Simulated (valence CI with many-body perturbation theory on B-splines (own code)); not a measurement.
## Sm XXX: magnetic and hyperfine properties of the levels

Calculated by relativistic CI+MBPT: five valence electrons over a frozen Dirac-Fock core [Ar] 3d10, a basis of 11 s, 11 p, 10 d, 8 f, 5 g, 2 h functions for each j, with the one-electron correlation potential Σ1, the two-electron term Σ2, the three-electron term Σ3, Breit, model QED; selected CI, second order for the rest, scaled by the run's own slope (own B-spline code, finite nucleus).

No measured spectrum was set against this ion. As an estimate, large intervals hold to a few tenths of a per cent, small ones and those within an open d or f shell to about a per cent. Among the levels kept, up to 2200 cm⁻¹ of a level comes from second order outside the variational space, and about a tenth of that is noise between levels of different J, which matters for small intervals.

A/g_I is the dipole constant over the nuclear g factor μ/I (μ in nuclear magnetons, uniformly magnetised nucleus), B/Q the quadrupole constant per barn. Both hold the static response of the core; the bare values leave it out. Large factors of s and p1/2 electrons are usually good to 5 to 10 %; those of open d and f shells near neutrality can be off by tens of per cent, and small factors of p3/2, d and f electrons come from cancelling terms and can be off by a factor of two or in sign, in half-filled shells by more. B is blank for J = 1/2, where it vanishes, and for nearly pure S terms. Energies count from the lowest level.

Levels are named by their leading jj configuration (3d3/2^4 stands for four electrons in 3d with j = 3/2), which in mixed levels can hold well under half, so a name can repeat and another be missing. Letters in brackets count levels of one name in rising energy.

| Level | E (cm⁻¹) | g | A/g_I (MHz) | A/g_I bare | B/Q (MHz/b) | B/Q bare |
| --- | --- | --- | --- | --- | --- | --- |
| (4s^2 4p1/2^2 4p3/2) J=3/2 | 0 | 1.412 | 24900 | 23700 | 44900 | 43000 |
| (4s^2 4p1/2 4p3/2^2) J=3/2 | 256100 | 1.432 | -4500 | -4560 | 11300 | 10800 |
| (4s^2 4p1/2 4p3/2^2) J=5/2 | 289320 | 1.197 | 59600 | 57100 | -142 | -126 |
| (4s^2 4p1/2 4p3/2^2) J=1/2 | 331340 | 0.662 | 190000 | 183000 |  |  |
| (4s^2 4p3/2^3) J=3/2 | 592430 | 1.284 | 28000 | 26700 | -56000 | -53700 |
| (4s 4p1/2^2 4p3/2^2) J=5/2 | 799300 | 1.508 | 134000 | 129000 | 17700 | 16900 |
| (4s 4p1/2^2 4p3/2^2) J=3/2 | 866390 | 1.064 | -31800 | -30400 | -18300 | -17500 |
| (4s 4p1/2^2 4p3/2^2) J=1/2 | 897020 | 2.236 | 545000 | 524000 |  |  |
| (4s^2 4p1/2^2 4d3/2) J=3/2 | 943950 | 0.937 | -13300 | -12600 | 2510 | 2450 |
| (4s^2 4p1/2^2 4d5/2) J=5/2 | 1006400 | 1.190 | 9240 | 9200 | 13600 | 13200 |
| (4s 4p1/2 4p3/2^3) J=3/2 [a] | 1080200 | 1.431 | 91600 | 88200 | -39300 | -37700 |
| (4s 4p1/2 4p3/2^3) J=5/2 | 1119800 | 1.261 | 143000 | 137000 | -58000 | -55600 |
| (4s^2 4p1/2 4p3/2 4d3/2) J=3/2 [a] | 1141500 | 1.014 | 45400 | 43800 | -21200 | -20300 |
| (4s^2 4p1/2 4p3/2 4d3/2) J=1/2 [a] | 1142400 | 0.690 | -7950 | -7170 |  |  |
| (4s^2 4p1/2 4p3/2 4d3/2) J=5/2 | 1163100 | 0.957 | 54300 | 52300 | -19200 | -18300 |
| (4s^2 4p1/2 4p3/2 4d3/2) J=7/2 | 1187300 | 1.083 | 42200 | 40700 | 35000 | 33700 |
| (4s 4p1/2 4p3/2^3) J=1/2 | 1207000 | 0.892 | 2800 | 2630 |  |  |
| (4s^2 4p1/2 4p3/2 4d5/2) J=7/2 [a] | 1217400 | 1.312 | -5800 | -5420 | 56000 | 53800 |
| (4s 4p1/2 4p3/2^3) J=3/2 [b] | 1231900 | 1.111 | -12400 | -11700 | -11200 | -10800 |
| (4s^2 4p1/2 4p3/2 4d5/2) J=9/2 | 1252300 | 1.212 | 32000 | 30900 | 39100 | 37600 |
| (4s^2 4p1/2 4p3/2 4d5/2) J=5/2 [a] | 1264200 | 1.253 | 14900 | 14500 | 5000 | 4860 |
| (4s^2 4p1/2 4p3/2 4d3/2) J=3/2 [b] | 1272500 | 1.132 | 1060 | 1060 | -126 | -131 |
| (4s^2 4p1/2 4p3/2 4d3/2) J=1/2 [b] | 1302100 | 2.007 | 53500 | 51300 |  |  |
| (4s^2 4p1/2 4p3/2 4d5/2) J=5/2 [b] | 1303100 | 1.229 | 41600 | 40200 | -15800 | -15100 |
| (4s^2 4p1/2 4p3/2 4d5/2) J=3/2 [a] | 1315300 | 1.476 | 30800 | 29900 | -14800 | -14200 |
| (4s^2 4p1/2 4p3/2 4d5/2) J=7/2 [b] | 1324900 | 1.076 | 36200 | 35000 | 21500 | 20700 |
| (4s^2 4p1/2 4p3/2 4d5/2) J=5/2 [c] | 1357000 | 1.158 | 247 | 363 | 24800 | 23900 |
| (4s^2 4p1/2 4p3/2 4d5/2) J=3/2 [b] | 1359100 | 0.854 | 50100 | 48500 | 14800 | 14200 |
| (4s^2 4p1/2 4p3/2 4d5/2) J=1/2 | 1384800 | 1.025 | -10700 | -9780 |  |  |
| (4s 4p3/2^4) J=1/2 | 1454200 | 1.549 | 321000 | 309000 |  |  |
| (4s^2 4p3/2^2 4d5/2) J=7/2 | 1516900 | 1.261 | 14500 | 14100 | 10100 | 9780 |
| (4s^2 4p3/2^2 4d3/2) J=1/2 | 1527400 | 1.137 | 14600 | 13300 |  |  |
| (4s^2 4p3/2^2 4d5/2) J=9/2 | 1528800 | 1.228 | 15800 | 15300 | 34600 | 33300 |
| (4s^2 4p3/2^2 4d3/2) J=3/2 [a] | 1534300 | 1.155 | 19500 | 18700 | -21600 | -20800 |
| (4s^2 4p3/2^2 4d3/2) J=5/2 | 1539900 | 1.211 | 28500 | 27600 | -9450 | -9090 |
| (4s^2 4p3/2^2 4d3/2) J=7/2 | 1568600 | 1.099 | 22400 | 21600 | 2000 | 2090 |
| (4s^2 4p3/2^2 4d3/2) J=3/2 [b] | 1603600 | 0.983 | 13900 | 13700 | 13900 | 13500 |
| (4s^2 4p3/2^2 4d5/2) J=5/2 [a] | 1611200 | 1.204 | 7280 | 7290 | 65600 | 63000 |
| (4s^2 4p3/2^2 4d5/2) J=1/2 | 1651700 | 1.784 | 198000 | 191000 |  |  |
| (4s^2 4p3/2^2 4d5/2) J=3/2 | 1671300 | 1.083 | 11100 | 11000 | 4390 | 4240 |

Q: Take the isotope of mass number 147, with I = 7/2, μ = -0.809 μN and Q = -0.26 b. What is the hyperfine structure of (4s 4p1/2^2 4p3/2^2) J=5/2?

A: From the table A = -31000 MHz, B = -4590 MHz. Shifts from the centre of gravity in MHz: F = 1: 346000, F = 2: 286000, F = 3: 194000, F = 4: 71100, F = 5: -84000, F = 6: -272000.
